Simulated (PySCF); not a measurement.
H2Zn, singlet, geometry from GFN2-xTB (such geometries of metal compounds can be far from the true shape); B3LYP/STO-3G in PySCF.

PySCF was given this input:
```python
from pyscf import gto, scf, dft

mol = gto.Mole()
mol.atom = '''
    Zn    0.000000    0.000000    0.000000
    H    -0.000000   -0.000000   -1.499257
    H     0.000000    0.000000    1.499257
'''
mol.basis = 'sto-3g'
mol.charge = 0
mol.spin = 0
mol.verbose = 4
mol.build()

mf = dft.RKS(mol)
mf.xc = 'b3lyp'
mf.kernel()
```

Output, abridged:

```
PySCF version 2.14.0

[INPUT] verbose = 4
[INPUT] num. atoms = 3
[INPUT] num. electrons = 32
[INPUT] charge = 0
[INPUT] spin (= nelec alpha-beta = 2S) = 0
[INPUT] symmetry False subgroup None
[INPUT] Mole.unit = angstrom
[INPUT] Symbol           X                Y                Z      unit          X                Y                Z       unit  Magmom
[...]
nuclear repulsion = 21.354058217277
number of shells = 10
number of NR pGTOs = 60
number of NR cGTOs = 20
basis = sto-3g
ecp = {}

******** <class 'pyscf.dft.rks.RKS'> ********
method = RKS
initial guess = minao
damping factor = 0
level_shift factor = 0
DIIS = <class 'pyscf.scf.diis.CDIIS'>
diis_start_cycle = 1
diis_space = 8
diis_damp = 0
SCF conv_tol = 1e-09
SCF conv_tol_grad = None
SCF max_cycles = 50
direct_scf = True
direct_scf_tol = 1e-13
XC library pyscf.dft.libxc version 7.1.2
    S. Lehtola, C. Steigemann, M. J. T. Oliveira, and M. A. L. Marques,  SoftwareX 7, 1–5 (2018)
XC functionals = b3lyp
    P. J. Stephens, F. J. Devlin, C. F. Chabalowski, and M. J. Frisch,  J. Phys. Chem. 98, 11623 (1994)
radial grids:
    Treutler-Ahlrichs [JCP 102, 346 (1995); DOI:10.1063/1.469408] (M4) radial grids

becke partition: Becke, JCP 88, 2547 (1988); DOI:10.1063/1.454033
pruning grids: <function nwchem_prune>
grids dens level: 3
symmetrized grids: False
atomic radii adjust function: <function treutler_atomic_radii_adjust>
small_rho_cutoff = 0
Set gradient conv threshold to 3.16228e-05
Initial guess from minao.
tot grids = 40256
init E= -1757.74213084166
[...]
cycle= 1 E= -1754.18262317789  delta_E= 3.56  |g|= 2.81  |ddm|= 5.24
[...]
cycle= 2 E= -1758.0588862717  delta_E= -3.88  |g|= 1.48  |ddm|= 5.93
[...]
cycle= 3 E= -1759.60947089322  delta_E= -1.55  |g|= 0.284  |ddm|=  3.4
[...]
cycle= 4 E= -1755.72412889444  delta_E= 3.89  |g|= 2.56  |ddm|= 4.36
[...]
cycle= 5 E= -1755.40398515077  delta_E= 0.32  |g|= 2.69  |ddm|= 0.316
[...]
cycle= 6 E= -1759.5146285945  delta_E= -4.11  |g|= 0.574  |ddm|= 4.46
[...]
cycle= 7 E= -1759.47027982551  delta_E= 0.0443  |g|= 0.661  |ddm|= 0.208
[...]
cycle= 8 E= -1755.56506332889  delta_E= 3.91  |g|= 2.63  |ddm|= 4.47
[...]
cycle= 9 E= -1754.9795825706  delta_E= 0.585  |g|= 2.78  |ddm|= 0.599
[...]
cycle= 10 E= -1754.93661477928  delta_E= 0.043  |g|= 2.79  |ddm|= 0.0423
[...]
cycle= 11 E= -1754.91325277975  delta_E= 0.0234  |g|= 2.79  |ddm|= 0.0465
[...]
cycle= 12 E= -1755.31075395303  delta_E= -0.398  |g|= 2.72  |ddm|= 0.386
[...]
[...]
[...]
cycle= 21 E= -1754.97542802065  delta_E= 0.78  |g|= 2.79  |ddm|= 0.764
[...]
cycle= 22 E= -1759.24763104395  delta_E= -4.27  |g|= 0.887  |ddm|= 4.99
[...]
cycle= 23 E= -1755.52232985693  delta_E= 3.73  |g|= 2.65  |ddm|= 4.78
[...]
cycle= 24 E= -1759.58316073509  delta_E= -4.06  |g|= 0.396  |ddm|= 4.37
[...]
cycle= 25 E= -1755.3529163686  delta_E= 4.23  |g|= 2.71  |ddm|= 4.39
[...]
cycle= 26 E= -1755.23558525789  delta_E= 0.117  |g|= 2.75  |ddm|= 0.471
[...]
cycle= 27 E= -1754.7336538683  delta_E= 0.502  |g|= 2.81  |ddm|= 0.569
[...]
cycle= 28 E= -1755.68733481565  delta_E= -0.954  |g|= 2.58  |ddm|= 1.08
[...]
cycle= 29 E= -1759.58887928807  delta_E= -3.9  |g|= 0.371  |ddm|= 4.36
[...]
cycle= 30 E= -1759.64278098369  delta_E= -0.0539  |g|= 0.249  |ddm|= 0.85
[...]
cycle= 31 E= -1759.5890967786  delta_E= 0.0537  |g|= 0.439  |ddm|= 0.46
[...]
cycle= 32 E= -1755.20765101624  delta_E= 4.38  |g|=  2.9  |ddm|= 4.33
[...]
cycle= 33 E= -1759.5494640157  delta_E= -4.34  |g|= 0.587  |ddm|=  4.4
[...]
cycle= 34 E= -1756.60511943485  delta_E= 2.94  |g|= 2.98  |ddm|= 3.83
[...]
cycle= 35 E= -1756.6523745662  delta_E= -0.0473  |g|= 2.97  |ddm|= 0.0901
[...]
cycle= 36 E= -1756.64727954116  delta_E= 0.0051  |g|= 2.97  |ddm|= 0.0395
[...]
cycle= 37 E= -1756.99793074939  delta_E= -0.351  |g|= 2.94  |ddm|= 0.252
[...]
cycle= 38 E= -1756.8915906246  delta_E= 0.106  |g|= 2.93  |ddm|= 0.139
[...]
cycle= 39 E= -1759.56356948402  delta_E= -2.67  |g|= 0.575  |ddm|= 3.65
[...]
cycle= 40 E= -1759.5245097249  delta_E= 0.0391  |g|= 0.644  |ddm|= 0.174
[...]
cycle= 41 E= -1759.6639939603  delta_E= -0.139  |g|= 0.358  |ddm|= 1.53
[...]
cycle= 42 E= -1759.6928623885  delta_E= -0.0289  |g|= 0.117  |ddm|= 0.27
[...]
cycle= 43 E= -1759.6941759947  delta_E= -0.00131  |g|= 0.0944  |ddm|= 0.0419
[...]
cycle= 44 E= -1759.69642014377  delta_E= -0.00224  |g|= 0.0309  |ddm|= 0.108
[...]
cycle= 45 E= -1759.69667722975  delta_E= -0.000257  |g|= 0.0163  |ddm|= 0.0415
[...]
cycle= 46 E= -1759.69657477882  delta_E= 0.000102  |g|= 0.0271  |ddm|= 0.0172
[...]
cycle= 47 E= -1759.69703084838  delta_E= -0.000456  |g|= 0.0324  |ddm|= 0.335
[...]
cycle= 48 E= -1759.69721084861  delta_E= -0.00018  |g|= 0.0208  |ddm|= 0.0372
[...]
cycle= 49 E= -1759.69739764994  delta_E= -0.000187  |g|= 0.0124  |ddm|= 0.09
[...]
cycle= 50 E= -1759.69743933045  delta_E= -4.17e-05  |g|= 0.0178  |ddm|= 0.232
SCF not converged.
SCF energy = -1759.69743933045
```

The run did not converge; its last values are not results.
